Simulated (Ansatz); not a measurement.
`C=C[CH2][InH2]` + `CCOC=O` → `C[CH2][InH2]` + `C=CCOC=O`  (formal exchange of groups at the In–C bond)

Calculated with Ansatz (gas phase, PBE0-D4/def2-TZVP geometries, no zero-point term in ΔE). CCSD(T)/CBS adds triple-zeta CCSD(T) − MP2 to the extrapolated MP2 energy (def2 sets, frozen cores). def2 core potentials past Kr. For In outer-core shells are correlated without core-valence functions, which leaves a few kJ/mol of doubt a bond. One conformer a species, not always the lowest.

`C=C[CH2][InH2]`:

```xyz
11

C    -1.116    0.736    0.756
C     0.206    0.789    0.489
C     1.130   -0.348    0.481
In    0.086   -0.943   -1.370
H    -1.580   -0.162    1.154
H    -1.743    1.612    0.648
H     0.599    1.731    0.108
H     0.938   -1.106    1.236
H     2.180   -0.084    0.413
H     0.379   -0.048   -2.804
H    -1.079   -2.176   -1.111
```

`CCOC=O`:

Cartesian coordinates in Å:
```
C 1.346 0.252 0.042
C 0.183 -0.366 -0.695
O -1.020 0.400 -0.510
C -1.724 0.140 0.588
O -1.455 -0.670 1.427
H 2.257 -0.309 -0.175
H 1.179 0.227 1.119
H 1.498 1.286 -0.271
H 0.002 -1.389 -0.362
H 0.344 -0.361 -1.773
H -2.611 0.790 0.609
```

`C[CH2][InH2]`:

```xyz
10

C    -0.463   -1.091    0.706
C     0.188    0.283    0.618
In    0.403    1.084   -1.382
H    -0.543   -1.437    1.743
H     0.105   -1.846    0.157
H    -1.473   -1.090    0.288
H     1.188    0.273    1.063
H    -0.377    1.023    1.195
H     1.125    2.636   -1.644
H    -0.154    0.166   -2.744
```

`C=CCOC=O`:

```xyz
12

C     0.605    2.072   -0.714
C     0.890    0.861   -0.260
C    -0.103   -0.022    0.403
O    -0.093   -1.291   -0.273
C    -0.868   -2.229    0.263
O    -1.555   -2.100    1.234
H     1.365    2.704   -1.157
H    -0.400    2.477   -0.655
H     1.901    0.470   -0.335
H     0.149   -0.192    1.455
H    -1.110    0.400    0.367
H    -0.782   -3.152   -0.328
```

CCSD(T)/CBS gives +33.0 kJ/mol.

Another level gave +8.6 kJ/mol. Which?
A. MP2/def2-TZVPP
B. SCS-MP2/def2-TZVPP
C. CCSD/def2-TZVPP
D. HF/def2-TZVPP

D. HF/def2-TZVPP 8.6, MP2/def2-TZVPP 35.9, SCS-MP2/def2-TZVPP 27.4, CCSD/def2-TZVPP 23.2 kJ/mol.

Largest T1 diagnostic among the species: 0.014.

In def2-TZVPP, CCSD(T) changes the Hartree–Fock value by +19.5 kJ/mol (the triples alone add +4.9 kJ/mol) and MP2 by +27.2 kJ/mol. The D4 term adds +4.8 kJ/mol with B3LYP and +2.4 kJ/mol with PBE0; it sums over pairs of atoms, weighted by their polarisabilities, and B3LYP, whose exchange is more repulsive, gets the larger term.

B3LYP here is the variant with VWN-RPA as its local correlation; programs differ in this.
